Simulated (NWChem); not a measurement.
Species: SnH2OF2; SMILES [OH][SnH]([F])[F]

```xyz
6

Sn     0.0009    -0.0142    -0.2486
O      0.0362    -1.8090     0.5232
F     -1.5212     0.9129     0.4819
F      1.4816     0.9758     0.4841
H      0.0037    -0.0150    -1.9397
H      0.0205    -1.7996     1.4887
```
Atoms are numbered in this order, from 1.

Computed with NWChem. Structure relaxed at the PBE0/def2-SVP level. No frequency run checked for a minimum. def2 effective core potentials on Sn; no spin-orbit coupling. Ions are spin-unrestricted doublets at the neutral geometry; other ion states weren't tried.

For level B3LYP/def2-SVP:

- −ε(HOMO) (eV): 9.07

Question: Estimate the same quantities for level PBE/def2-SVP.

Answer: 
- −ε(HOMO) (eV): 7.53
